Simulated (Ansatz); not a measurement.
Reaction (ligand exchange at the Si–Se bond): `CO[SiH2][Se]C` + `O[SiH3]` → `CO[SiH2]O[SiH3]` + `C[SeH]`

Program: Ansatz. Geometries: PBE0-D4/def2-TZVP. ΔE: electronic, gas phase. CCSD(T)/CBS adds triple-zeta CCSD(T) − MP2 to the extrapolated MP2 energy (def2 sets, frozen cores). For Se outer-core shells are correlated without core-valence functions, which leaves a few kJ/mol of doubt a bond. Scalar relativity is left out up to krypton. Each species was taken in one conformer, which may not be the lowest.

`CO[SiH2][Se]C`:

Cartesian coordinates in Å:
```
C 1.777 -0.111 -0.866
O 1.788 -0.140 0.542
Si 0.427 -0.260 1.448
Se -1.139 1.327 1.036
C -2.073 0.408 -0.421
H 2.810 -0.093 -1.215
H 1.266 0.785 -1.236
H 1.284 -0.997 -1.284
H -0.238 -1.568 1.189
H 0.871 -0.109 2.850
H -3.046 0.887 -0.517
H -2.207 -0.642 -0.170
H -1.521 0.511 -1.353
```

`O[SiH3]`:

Z-matrix (Å, degrees):
```
Si
O 1 1.648
H 1 1.489 2 111.7
H 1 1.489 2 111.7 3 120.9
H 1 1.481 2 105.9 3 -119.6
H 2 0.957 1 117.9 3 -60.5
```

`CO[SiH2]O[SiH3]`:

Z-matrix (Å, degrees):
```
C
O 1 1.410
H 1 1.095 2 111.0
H 1 1.091 2 108.4 3 119.2
H 1 1.096 2 111.7 3 -121.4
Si 2 1.632 1 123.9 3 77.8
O 6 1.632 2 112.2 1 -66.8
H 6 1.484 2 110.1 1 51.1
H 6 1.479 2 105.4 1 173.3
Si 7 1.637 6 144.4 2 -56.8
H 10 1.486 7 109.9 6 78.7
H 10 1.483 7 108.3 6 -161.8
H 10 1.487 7 110.5 6 -41.7
```

`C[SeH]`:

```xyz
6

C    -0.103    0.380    0.379
Se    0.236   -1.429   -0.264
H     0.745    1.026    0.167
H    -0.232    0.295    1.457
H    -1.014    0.778   -0.062
H     0.368   -1.050   -1.676
```

```csv
species,SCS-MP2/def2-QZVPP energy (Eh)
`CO[SiH2][Se]C`,-2845.52887
`O[SiH3]`,-366.63896
`CO[SiH2]O[SiH3]`,-771.36459
`C[SeH]`,-2440.82791
```

Question: Work out ΔE.

Answer: ΔE = (-771.36459) + (-2440.82791) − (-2845.52887) − (-366.63896) = -0.02467 Eh = -0.67 eV. CCSD(T)/CBS gives -0.61 eV.

Largest T1 diagnostic among the species: 0.011.

In def2-TZVPP, CCSD(T) changes the Hartree–Fock value by +0.25 eV (the triples alone add +0.05 eV) and MP2 by +0.30 eV. The D4 term adds +0.04 eV with B3LYP and +0.02 eV with PBE0; it sums over pairs of atoms, weighted by their polarisabilities, and B3LYP, whose exchange is more repulsive, gets the larger term. From PBE to PBE0 (25 % exact exchange), in def2-TZVPP and without D4, ΔE moves by −0.06 eV.

B3LYP here is the variant with VWN-RPA as its local correlation; programs differ in this.
